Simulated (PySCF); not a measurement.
Match the calculated data to a structure.

All candidates are C5H9ClO.

| technique | computed result |
| --- | --- |
| Triplet | lowest triplet excitation (Tamm–Dancoff): 4.59 eV [TDA CAM-B3LYP/def2-SVPD] |
| Rotational structure | rotational constants A, B, C: 3.009, 1.754, 1.464 GHz [GFN2-xTB] |
| 1H NMR | chemical shifts (computed TMS as zero) by class: 1.32 (9 H) ppm [GIAO PBE0/pcSseg-1] |
| 13C NMR | chemical shifts (computed TMS as zero) by class: 191.3 (1 C), 49.6 (1 C), 29.3 (3 C) ppm [GIAO PBE0/pcSseg-1] |
| UV, first state | lowest singlet excitation: 5.11 eV (243 nm, f = 0.000) [TDDFT CAM-B3LYP/def2-SVPD] |
| NMR, other nuclei | isotropic shieldings of nuclei other than C and H, by class: -253 (1 O), 543 (1 Cl) ppm [GIAO PBE0/pcSseg-1] |
| Dipole | 3.07 D [CAM-B3LYP/def2-SVPD] |

Gas-phase values; electronic properties from PySCF, density fitting. Levels stand in brackets. Geometry: GFN2-xTB; no solvent, vibrations or thermal averaging. NMR classes are plain means over equivalent atoms (diastereotopic ones count apart unless rotation or inversion swaps them), as if these changed places fast.

Task: Which candidate is it?
A. `CC(C)(C)C(=O)Cl`
B. `CC[C@H](C)C(=O)Cl`
C. `CO/C=C(/C)CCl`

Result: A. It is `CC(C)(C)C(=O)Cl`. Numbering: `[CH3:1][C:2]([CH3:3])([CH3:4])[C:5](=[O:6])[Cl:7]`. Its formula, C5H9ClO, gives 1 degree of unsaturation: 0 rings and 1 π bond in the structure found. 5 carbons fall into 3 classes; from least to most shielded: acyl halide carbon [C5] (191.3 ppm), sp3 carbon next to a carbonyl [C2] (49.6 ppm), methyl carbon [C1/C3/C4] (29.3 ppm, 3 C, up to 2.3 ppm apart in this geometry). All hydrogens form one class (1.32 ppm): methyl hydrogen. The other shieldings belong to: -253 ppm, carbonyl oxygen [O6]; 543 ppm, chlorine bonded to C [Cl7]. The optimised geometry has point group Cs and is an asymmetric top.

The others, at the same levels:
- `CC[C@H](C)C(=O)Cl` fails: it has 5 carbon classes against 3; its computed 13C shifts are 188.9 (1 C), 55.3 (1 C), 32.8 (1 C), 21.8 (1 C), 14.9 (1 C) ppm, 1H shifts are 2.41 (1 H), 1.94 (1 H), 1.42 (1 H), 1.36 (3 H), 1.01 (3 H) ppm and rotational constant A is 2.457 GHz (against 3.009 GHz).
- `CO/C=C(/C)CCl` fails: it has 5 carbon classes against 3; its computed 13C shifts are 152.4 (1 C), 117.8 (1 C), 60.3 (1 C), 47.2 (1 C), 18.5 (1 C) ppm, 1H shifts are 6.01 (1 H), 4.28 (2 H), 3.82 (3 H), 1.78 (3 H) ppm and rotational constant A is 3.277 GHz (against 3.009 GHz).

Each candidate is one conformer, not necessarily the lowest. The conformers computed, where there is a choice (atom-mapped SMILES and torsion angles):
- `[CH3:1][C:2]([CH3:3])([CH3:4])[C:5](=[O:6])[Cl:7]`: C1–C2–C5–O6 0°
- `[CH3:1][CH2:2][C@H:3]([CH3:4])[C:5](=[O:6])[Cl:7]`: C1–C2–C3–C4 -175°, C2–C3–C5–O6 -119°
- `[CH3:1][O:2]/[CH:3]=[C:4](/[CH3:5])[CH2:6][Cl:7]`: C1–O2–C3–C4 -178°, C3–C4–C6–Cl7 106°
